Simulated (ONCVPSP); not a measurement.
**Ranking ONCV potentials for Co**

All share these settings but for the change named:

ONCVPSP 4.0.1 input, shortened (lines: element, Z, core and valence counts, functional; n l f; lmax; l rc ep ncon nbas qcut; lloc lpopt rc5 dvloc0; l nproj debl; icmod fcfact rcfact), Wu-Cohen, scalar-relativistic:

```
  Co 27.00    3    3  -118130      upf
    1    0    2.00
    2    0    2.00
    2    1    6.00
    3    0    2.00
    3    1    6.00
    3    2    7.00
    2
    0    1.05    0.00    5    9   14.80
    1    1.15    0.00    4    9   15.00
    2    1.25    0.00    3    8   11.20
    4    4    0.75   -1.00
    0    2    0.90
    1    2    1.30
    2    3    1.70
    3    5.00    1.30
```

In the s channel the program set the typed energies aside and used -4.455, 0.250 Ha. In the p channel the program set the typed energies aside and used -3.110, 0.250 Ha.

Test errors are all-electron minus pseudo excitation energies from the reference, over 3s2 3p6 3d7 4s2; 3s2 3p6 3d7 4s1; 3s2 3p6 3d6; 3s2 3p6 3d7 4p2. None of these files shows a bound ghost.

The base gives 29.4 meV.

Of 4 variants that were run, those that failed, showed a ghost or another fault, or gave nearly equal values are left out.

A variant can come out equal or close to the base, since the largest error may sit in a test that the change hardly touches while other tests move.

Rank these variants by their largest absolute test error, smallest first.
A. s: nproj 1
B. core correction Teter function, fcfact 7.8, rcfact 1.3
C. d: rc 1.06

C (9.7 meV), B (29.4 meV), A (131.4 meV).
